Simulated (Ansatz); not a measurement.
Steps of a relaxation of F₂H₃O₃Ta (`[OH][Ta]([OH])([OH])([F])[F]`) with RKS PBE0-D4/def2-TZVP.

```sh
$ ansatz run in.yaml --threads 4 --pin off --events-out ev --progress --plain --max-ram 11315MiB
```

```yaml
crystal:
  periodic: [false, false, false]
  atoms:
    - {symbol: O, position_ang: [0.436737, -1.727397, 0.162777]}
    - {symbol: Ta, position_ang: [0.136644, 0.158633, 0.139397]}
    - {symbol: O, position_ang: [1.844117, 0.586799, -0.611824]}
    - {symbol: O, position_ang: [-1.723191, 0.017203, 0.632166]}
    - {symbol: F, position_ang: [-0.568861, 0.957046, -1.458445]}
    - {symbol: F, position_ang: [0.554482, 0.996690, 1.783964]}
    - {symbol: H, position_ang: [-0.274041, -2.334542, 0.440703]}
    - {symbol: H, position_ang: [2.264782, 1.019228, -1.371188]}
    - {symbol: H, position_ang: [-2.582271, 0.280040, 0.265251]}
basis:
  gaussian: {orbitals: def2-TZVP}
hamiltonian: {xc: pbe0, dispersion: d4}
relax: {f_tol: 0.005, max_steps: 150}
```

Positions (Å) and forces (eV/Å) along the path, 12 of 12 steps:

```xyz
9
step=1 energy=-13177.0090 eV
O     0.437   -1.727    0.163   -0.581    0.190    0.202
Ta    0.137    0.159    0.139   -0.028    0.080   -0.096
O     1.844    0.587   -0.612   -0.230    0.138   -0.227
O    -1.723    0.017    0.632   -0.035    0.202   -0.343
F    -0.569    0.957   -1.458    0.195   -0.227    0.439
F     0.554    0.997    1.784   -0.145   -0.321   -0.583
H    -0.274   -2.335    0.441    0.503    0.465   -0.205
H     2.265    1.019   -1.371   -0.402   -0.343    0.580
H    -2.582    0.280    0.265    0.723   -0.185    0.233
9
step=2 energy=-13177.0572 eV
O     0.435   -1.701    0.162   -0.150   -0.211    0.054
Ta    0.132    0.162    0.134    0.076    0.026    0.103
O     1.824    0.577   -0.595    0.241    0.154   -0.247
O    -1.700    0.014    0.634   -0.377    0.052   -0.051
F    -0.566    0.950   -1.450   -0.023    0.015   -0.039
F     0.547    0.983    1.763    0.009    0.010    0.026
H    -0.272   -2.300    0.429    0.146    0.090   -0.052
H     2.233    0.996   -1.354   -0.062   -0.082    0.133
H    -2.545    0.271    0.260    0.140   -0.053    0.073
9
step=3 energy=-13177.0602 eV
O     0.434   -1.704    0.164   -0.029    0.002    0.012
Ta    0.134    0.162    0.139    0.008    0.008    0.001
O     1.827    0.582   -0.600    0.024    0.014   -0.003
O    -1.706    0.017    0.631   -0.026    0.002    0.017
F    -0.566    0.950   -1.446    0.003    0.001   -0.005
F     0.550    0.983    1.769   -0.002   -0.011   -0.010
H    -0.270   -2.303    0.429    0.021   -0.007   -0.007
H     2.232    0.995   -1.360   -0.010   -0.007    0.000
H    -2.547    0.271    0.255    0.011   -0.002   -0.005
9
step=4 energy=-13177.0604 eV
O     0.433   -1.703    0.165   -0.014    0.021    0.002
Ta    0.134    0.163    0.140    0.006   -0.001   -0.003
O     1.827    0.585   -0.599    0.009   -0.001    0.016
O    -1.707    0.020    0.633    0.003   -0.001    0.012
F    -0.565    0.950   -1.446   -0.003   -0.003    0.000
F     0.550    0.981    1.770    0.000   -0.007   -0.005
H    -0.268   -2.305    0.429    0.007   -0.012   -0.001
H     2.230    0.993   -1.362   -0.006    0.001   -0.010
H    -2.547    0.271    0.253   -0.003    0.004   -0.011
9
step=5 energy=-13177.0606 eV
O     0.433   -1.701    0.167    0.003    0.028   -0.006
Ta    0.134    0.165    0.142   -0.013   -0.023   -0.004
O     1.827    0.589   -0.596   -0.006   -0.008    0.013
O    -1.709    0.025    0.634    0.027   -0.005    0.011
F    -0.566    0.950   -1.445    0.005   -0.002   -0.005
F     0.551    0.978    1.774    0.002    0.004    0.010
H    -0.262   -2.311    0.427   -0.007   -0.008    0.003
H     2.225    0.988   -1.367   -0.004    0.008   -0.011
H    -2.546    0.272    0.246   -0.007    0.007   -0.012
9
step=6 energy=-13177.0608 eV
O     0.435   -1.703    0.170    0.000    0.012   -0.001
Ta    0.136    0.162    0.148    0.000    0.030   -0.010
O     1.827    0.592   -0.592   -0.014   -0.016    0.020
O    -1.708    0.029    0.635    0.010   -0.002    0.002
F    -0.562    0.946   -1.444    0.014   -0.022    0.030
F     0.554    0.970    1.783   -0.002   -0.012   -0.012
H    -0.260   -2.313    0.429   -0.006   -0.014    0.003
H     2.202    0.989   -1.375    0.013    0.020   -0.026
H    -2.536    0.282    0.230   -0.016    0.004   -0.007
9
step=7 energy=-13177.0609 eV
O     0.433   -1.704    0.172    0.003   -0.001    0.001
Ta    0.137    0.161    0.150    0.000   -0.008   -0.014
O     1.827    0.595   -0.592    0.010    0.000   -0.004
O    -1.708    0.033    0.634   -0.010    0.011   -0.003
F    -0.559    0.940   -1.444   -0.005   -0.004    0.005
F     0.556    0.964    1.787    0.001    0.002    0.003
H    -0.258   -2.318    0.431    0.002    0.001   -0.001
H     2.194    0.995   -1.379   -0.005    0.001    0.009
H    -2.533    0.287    0.223    0.005   -0.002    0.004
9
step=8 energy=-13177.0610 eV
O     0.434   -1.706    0.173   -0.009   -0.003    0.001
Ta    0.137    0.158    0.150   -0.002   -0.007    0.006
O     1.827    0.595   -0.592    0.009    0.011   -0.019
O    -1.709    0.039    0.634   -0.004    0.003   -0.002
F    -0.559    0.933   -1.446   -0.002    0.002   -0.015
F     0.557    0.959    1.787    0.002    0.003    0.006
H    -0.255   -2.322    0.433    0.004    0.002   -0.002
H     2.189    1.003   -1.377   -0.009   -0.007    0.021
H    -2.532    0.296    0.221    0.010   -0.003    0.005
9
step=9 energy=-13177.0611 eV
O     0.432   -1.709    0.173   -0.002    0.003    0.000
Ta    0.137    0.156    0.149   -0.008   -0.015    0.012
O     1.827    0.597   -0.591    0.003    0.010   -0.018
O    -1.708    0.043    0.636    0.000    0.004   -0.002
F    -0.559    0.923   -1.450    0.001    0.003   -0.013
F     0.559    0.955    1.786    0.000    0.001    0.006
H    -0.256   -2.326    0.435    0.003    0.004   -0.002
H     2.185    1.013   -1.374   -0.004   -0.008    0.014
H    -2.530    0.302    0.221    0.005   -0.002    0.003
9
step=10 energy=-13177.0611 eV
O     0.433   -1.711    0.173   -0.004    0.006    0.001
Ta    0.137    0.153    0.149    0.009   -0.008   -0.008
O     1.826    0.599   -0.590   -0.009    0.005    0.005
O    -1.709    0.050    0.638    0.013    0.001   -0.006
F    -0.557    0.910   -1.457   -0.007    0.000    0.000
F     0.560    0.951    1.788    0.003    0.001    0.005
H    -0.253   -2.331    0.433   -0.001    0.000    0.001
H     2.180    1.021   -1.372   -0.001   -0.004    0.002
H    -2.529    0.311    0.221   -0.004    0.000   -0.001
9
step=11 energy=-13177.0611 eV
O     0.432   -1.711    0.173    0.002    0.001   -0.001
Ta    0.137    0.153    0.149   -0.002    0.001   -0.004
O     1.826    0.601   -0.590   -0.006    0.000    0.005
O    -1.708    0.051    0.638    0.006    0.000    0.000
F    -0.557    0.908   -1.457    0.001   -0.002    0.002
F     0.561    0.949    1.788    0.001    0.000    0.001
H    -0.254   -2.331    0.434   -0.002   -0.001    0.001
H     2.179    1.022   -1.372    0.002    0.000   -0.003
H    -2.528    0.312    0.220   -0.003    0.000   -0.001
9
step=12 energy=-13177.0611 eV
O     0.432   -1.711    0.173    0.002   -0.001   -0.001
Ta    0.137    0.153    0.149    0.000    0.003   -0.001
O     1.826    0.602   -0.589   -0.002    0.000    0.002
O    -1.708    0.052    0.638    0.000    0.001    0.001
F    -0.557    0.907   -1.458    0.001   -0.002    0.002
F     0.561    0.948    1.789   -0.001    0.000    0.000
H    -0.253   -2.331    0.434   -0.001   -0.001    0.000
H     2.179    1.021   -1.372    0.002    0.001   -0.003
H    -2.528    0.312    0.220   -0.001    0.000    0.000
```

Hardware: 4 threads of an Arm Neoverse V2 on a shared host. Wall time 42 s, peak host memory 0.57 GiB.
